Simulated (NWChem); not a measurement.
System: C5H8BNO2; SMILES B(O)(O)c1n(ccc1)C

Input file for NWChem:

```
start job
memory heap 200 mb stack 900 mb global 1100 mb
geometry units angstroms noautosym nocenter noautoz
  C      2.061555    -0.675339     0.268701
  N      0.654260    -0.932368     0.087653
  C      0.111949    -2.179619     0.003593
  C     -1.252194    -2.060802    -0.175649
  C     -1.534113    -0.677198    -0.191233
  C     -0.339668     0.021853    -0.029344
  B     -0.153006     1.573664    -0.018839
  O     -1.168302     2.383165     0.390157
  O      0.989039     2.213950    -0.409658
  H      2.590104    -0.573301    -0.695773
  H      2.207058     0.242278     0.854088
  H      2.523992    -1.506984     0.817513
  H      0.738012    -3.066528     0.090571
  H     -1.958055    -2.882669    -0.277946
  H     -2.514283    -0.221109    -0.331664
  H     -1.894957     1.876258     0.762737
  H      1.617654     1.631186    -0.839880
end
basis spherical
  C library def2-tzvp
  N library def2-tzvp
  B library def2-tzvp
  O library def2-tzvp
  H library def2-tzvp
end
dft
  xc xpbe96 cpbe96
  iterations 150
  semidirect filesize 400000000
end
property
  efieldgrad
end
task dft property
```

Parts of the log:

```
             Northwest Computational Chemistry Package (NWChem) 7.3.0
             --------------------------------------------------------

                             Geometry "geometry" -> ""
                             -------------------------

 Output coordinates in angstroms (scale by  1.889725989 to convert to a.u.)

  No.       Tag          Charge          X              Y              Z
 ---- ---------------- ---------- -------------- -------------- --------------
    1 C                    6.0000     2.06155500    -0.67533900     0.26870100
    2 N                    7.0000     0.65426000    -0.93236800     0.08765300
    3 C                    6.0000     0.11194900    -2.17961900     0.00359300
    4 C                    6.0000    -1.25219400    -2.06080200    -0.17564900
    5 C                    6.0000    -1.53411300    -0.67719800    -0.19123300
    6 C                    6.0000    -0.33966800     0.02185300    -0.02934400
    7 B                    5.0000    -0.15300600     1.57366400    -0.01883900
    8 O                    8.0000    -1.16830200     2.38316500     0.39015700
    9 O                    8.0000     0.98903900     2.21395000    -0.40965800
   10 H                    1.0000     2.59010400    -0.57330100    -0.69577300
   11 H                    1.0000     2.20705800     0.24227800     0.85408800
   12 H                    1.0000     2.52399200    -1.50698400     0.81751300
   13 H                    1.0000     0.73801200    -3.06652800     0.09057100
   14 H                    1.0000    -1.95805500    -2.88266900    -0.27794600
   15 H                    1.0000    -2.51428300    -0.22110900    -0.33166400
   16 H                    1.0000    -1.89495700     1.87625800     0.76273700
   17 H                    1.0000     1.61765400     1.63118600    -0.83988000

 Effective nuclear repulsion energy (a.u.)     426.9497575135

  pbe96 is a nonlocal functional; adding pw91lda local functional.
                              NWChem Property Module
                              ----------------------

  itol2e modified to match energy
  convergence criterion.

                                 NWChem DFT Module
                                 -----------------

 Summary of "ao basis" -> "ao basis" (spherical)
 ------------------------------------------------------------------------------
       Tag                 Description            Shells   Functions and Types
 ---------------- ------------------------------  ------  ---------------------
 C                         def2-tzvp                11       31   5s3p2d1f
 N                         def2-tzvp                11       31   5s3p2d1f
 B                         def2-tzvp                11       31   5s3p2d1f
 O                         def2-tzvp                11       31   5s3p2d1f
 H                         def2-tzvp                 4        6   3s1p

  itol2e modified to match energy
  convergence criterion.

            General Information
            -------------------
          SCF calculation type: DFT
          Wavefunction type:  closed shell.
          No. of atoms     :    17
          No. of electrons :    66
           Alpha electrons :    33
            Beta electrons :    33
          Charge           :     0
          Spin multiplicity:     1
          Use of symmetry is: off; symmetry adaption is: off
          Maximum number of iterations: 150
          AO basis - number of functions:   327
                     number of shells:   131
          Convergence on energy requested:  1.00D-07
          Convergence on density requested:  1.00D-05
          Convergence on gradient requested:  5.00D-04

              XC Information
              --------------
          PerdewBurkeErnzerhof Exchange Functional  1.000
            Perdew 1991 LDA Correlation Functional  1.000 local
           PerdewBurkeErnz. Correlation Functional  1.000 non-local

             Grid Information
             ----------------
          Grid used for XC integration:  fine
          Radial quadrature: Mura-Knowles
          Angular quadrature: Lebedev.
          Tag              B.-S. Rad. Rad. Pts. Rad. Cut. Ang. Pts.
          ---              ---------- --------- --------- ---------
          C                   0.70       70          13.0       590
          N                   0.65       70          11.0       590
          B                   0.85       70          13.0       590
          O                   0.60       70          14.0       590
          H                   0.35       60          14.0       590
          Grid pruning is: on
          Number of quadrature shells:  1110
          Spatial weights used:  Erf1

      Superposition of Atomic Density Guess
      -------------------------------------

 Sum of atomic energies:        -420.76999377

      Non-variational initial energy
      ------------------------------

 Total energy =    -426.534559
 1-e energy   =   -1416.718725
 2-e energy   =     563.234408
 HOMO         =      -0.471607
 LUMO         =      -0.440589

------------------------------------------------------------
EAF file 0: "./job.aoints.0" size=3200253952 bytes
------------------------------------------------------------
               write      read    awrite     aread      wait
               -----      ----    ------     -----      ----
     calls:     6104         0         0         0         0
   data(b): 3.20e+09  0.00e+00  0.00e+00  0.00e+00
   time(s): 0.00e+00  0.00e+00  0.00e+00  0.00e+00  0.00e+00
rate(mb/s): 0.00e+00  0.00e+00
------------------------------------------------------------

[...]

          -----------------------
          Electric field gradient
          -----------------------

 1 a.u. = 0.324123 10**(16) esu/cm**3  ( or statvolts/cm**2 ) = 0.97174 10**(22) v/m**2

 ------------------------------------------------------------
   Atom      X         Y         Z
 ------------------------------------------------------------
    1 C    3.89577  -1.27621   0.50777
 ------------------------------------------------------------

 Electric field gradient in molecular frame (a.u.)
         XX             YY             ZZ             XY             XZ             YZ
 ------------------------------------------------------------------------------------------
       -0.255086       0.144940       0.110146      -0.068278      -0.050808      -0.000562

 Principal components (a.u.) and orientation
 of principal axis w.r.t. absolute frame                      Asymmetry parameter eta
 --------------------------------------------------------------------------------------
       -0.273002       0.157721       0.115281                       0.155457

        0.978515      -0.182338      -0.096235
        0.160033       0.965996      -0.203078
        0.129992       0.183314       0.974422

 ------------------------------------------------------------
   Atom      X         Y         Z
 ------------------------------------------------------------
    2 N    1.23637  -1.76192   0.16564
 ------------------------------------------------------------

 Electric field gradient in molecular frame (a.u.)
         XX             YY             ZZ             XY             XZ             YZ
 ------------------------------------------------------------------------------------------
       -0.358178      -0.203954       0.562131      -0.029539      -0.106353      -0.019746

 Principal components (a.u.) and orientation
 of principal axis w.r.t. absolute frame                      Asymmetry parameter eta
 --------------------------------------------------------------------------------------
        0.574602      -0.376113      -0.198490                       0.309123

       -0.112605       0.976840      -0.181947
       -0.020923       0.180740       0.983308
        0.993420       0.114532       0.000086

 ------------------------------------------------------------
   Atom      X         Y         Z
 ------------------------------------------------------------
    3 C    0.21155  -4.11888   0.00679
 ------------------------------------------------------------

 Electric field gradient in molecular frame (a.u.)
         XX             YY             ZZ             XY             XZ             YZ
 ------------------------------------------------------------------------------------------
        0.173552      -0.112761      -0.060792      -0.109491       0.030919      -0.020651

 Principal components (a.u.) and orientation
 of principal axis w.r.t. absolute frame                      Asymmetry parameter eta
 --------------------------------------------------------------------------------------
        0.215298      -0.150907      -0.064391                       0.401840

        0.938158       0.308284      -0.157545
       -0.321240       0.944826      -0.064103
        0.129090       0.110749       0.985429

 ------------------------------------------------------------
   Atom      X         Y         Z
 ------------------------------------------------------------
    4 C   -2.36630  -3.89435  -0.33193
 ------------------------------------------------------------

 Electric field gradient in molecular frame (a.u.)
         XX             YY             ZZ             XY             XZ             YZ
 ------------------------------------------------------------------------------------------
        0.085770       0.083278      -0.169047      -0.007481       0.035195       0.003257

 Principal components (a.u.) and orientation
 of principal axis w.r.t. absolute frame                      Asymmetry parameter eta
 --------------------------------------------------------------------------------------
       -0.173889       0.094792       0.079096                       0.090263

       -0.134764       0.847276       0.513773
       -0.016467      -0.520347       0.853796
        0.990741       0.106600       0.084076

 ------------------------------------------------------------
   Atom      X         Y         Z
 ------------------------------------------------------------
    5 C   -2.89905  -1.27972  -0.36138
 ------------------------------------------------------------

 Electric field gradient in molecular frame (a.u.)
         XX             YY             ZZ             XY             XZ             YZ
 ------------------------------------------------------------------------------------------
        0.088657       0.098959      -0.187616       0.020710       0.047069       0.012535

 Principal components (a.u.) and orientation
 of principal axis w.r.t. absolute frame                      Asymmetry parameter eta
 --------------------------------------------------------------------------------------
       -0.195690       0.120358       0.075332                       0.230087

       -0.161061       0.672367       0.722483
       -0.030646       0.728280      -0.684594
        0.986469       0.132402       0.096692

 ------------------------------------------------------------
   Atom      X         Y         Z
 ------------------------------------------------------------
    6 C   -0.64188   0.04130  -0.05545
 ------------------------------------------------------------

 Electric field gradient in molecular frame (a.u.)
         XX             YY             ZZ             XY             XZ             YZ
 ------------------------------------------------------------------------------------------
       -0.052431       0.146205      -0.093774       0.231281       0.017645       0.030686

 Principal components (a.u.) and orientation
 of principal axis w.r.t. absolute frame                      Asymmetry parameter eta
 --------------------------------------------------------------------------------------
        0.301747      -0.204859      -0.096888                       0.357823

        0.547692       0.834112      -0.065509
        0.831936      -0.551240      -0.063382
        0.088979       0.019785       0.995837

 ------------------------------------------------------------
   Atom      X         Y         Z
 ------------------------------------------------------------
    7 B   -0.28914   2.97379  -0.03560
 ------------------------------------------------------------

 Electric field gradient in molecular frame (a.u.)
         XX             YY             ZZ             XY             XZ             YZ
 ------------------------------------------------------------------------------------------
        0.066792       0.177117      -0.243908       0.003470      -0.145896       0.014154

 Principal components (a.u.) and orientation
 of principal axis w.r.t. absolute frame                      Asymmetry parameter eta
 --------------------------------------------------------------------------------------
       -0.302111       0.177626       0.124486                       0.175896

        0.367848      -0.023648       0.929585
       -0.030112       0.998849       0.037326
        0.929398       0.041723      -0.366713

 ------------------------------------------------------------
   Atom      X         Y         Z
 ------------------------------------------------------------
    8 O   -2.20777   4.50353   0.73729
 ------------------------------------------------------------

 Electric field gradient in molecular frame (a.u.)
         XX             YY             ZZ             XY             XZ             YZ
 ------------------------------------------------------------------------------------------
       -0.788694       0.408465       0.380228      -0.336323       0.726714       0.194002

 Principal components (a.u.) and orientation
 of principal axis w.r.t. absolute frame                      Asymmetry parameter eta
 --------------------------------------------------------------------------------------
       -1.228398       0.731965       0.496433                       0.191739

        0.876125       0.406108      -0.259772
        0.230217       0.120989       0.965589
       -0.423563       0.905780      -0.012508

 ------------------------------------------------------------
   Atom      X         Y         Z
 ------------------------------------------------------------
    9 O    1.86901   4.18376  -0.77414
 ------------------------------------------------------------

 Electric field gradient in molecular frame (a.u.)
         XX             YY             ZZ             XY             XZ             YZ
 ------------------------------------------------------------------------------------------
       -0.617383       0.335154       0.282229       0.435925       0.763742      -0.380423

 Principal components (a.u.) and orientation
 of principal axis w.r.t. absolute frame                      Asymmetry parameter eta
 --------------------------------------------------------------------------------------
       -1.256881       0.769195       0.487686                       0.223974

        0.807644       0.341822       0.480489
       -0.336804      -0.401437       0.851711
       -0.484019       0.849709       0.209091

[...]
```

Level: PBE/def2-TZVP. Structure relaxed at the PBE0/def2-SVP level. Not confirmed as a minimum by frequencies. NWChem prints the field gradient with the sign opposite to the second derivative of the potential.
